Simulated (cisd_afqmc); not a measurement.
Input (AFQMC/CISD/aug-cc-pV(D+d)Z; cisd_afqmc is a phaseless AFQMC code with CISD trial states that reads the integrals written by Ansatz): A basis named .json is the Basis Set Exchange file of that set.

Ansatz 0.2 input:
```python
import cisd_afqmc

open("ham.yaml", "w").write("""\
crystal:
  periodic: [false, false, false]
  atoms:
    - {symbol: Si, position_ang: [-0.08497619, -0.52288476, 0.02360404]}
    - {symbol: O, position_ang: [-0.03550231, 1.04350028, -0.04212334]}
    - {symbol: H, position_ang: [1.47368503, -1.02761551, 0.00653007]}
basis:
  gaussian:
    orbitals: aug-cc-pV_D+d_Z.json
total_charge: -1
magnetization: {spin_polarized: false}
correlation: {method: ccsd, electrons: outside_noble_gas, hamiltonian_folder: ham}
""")
rep = cisd_afqmc.ansatz("ham.yaml")
e_ccsd = rep["correlation"]["coupled_cluster"]["energy"]["hartree"]
out = cisd_afqmc.run("ham", e_ccsd, trial="CISD", walkers=100, populations=8, threads=8, dt=0.005, steps=40, early=24, settle=10, least=32,
    cut=5e-5, rank_cut=2e-4, target=0.0004, seconds=1500, seed=1, memory=12960, gpu=False)
```

Output:

```
orbitals 58, occupied [6], factors 323 of 650, rank of the doubles 135 of 312
E(HF) = -364.381795
E(CCSD) on the cut factors = -364.708866, shift to the whole factors -0.000008
Energy of the trial state on the determinant = -364.708904
  tau behind 7.2 of longer steps, mean of the populations' last blocks
   2.0  -364.72264
   4.0  -364.72255
   6.0  -364.72488
   8.0  -364.72418
  10.0  -364.72335
  12.0  -364.72602
  14.0  -364.72317
  16.0  -364.72446
  18.0  -364.72327
  20.0  -364.72280
  22.0  -364.72544
  24.0  -364.72545
  26.0  -364.72356
  28.0  -364.72446
blocks 1168 (1 outliers left out), error by blocks joined: 1: 0.00022, 2: 0.00027, 4: 0.00033, 8: 0.00037, 16: 0.00040
E(AFQMC/CISD) = -364.72422 +/- 0.00040
```
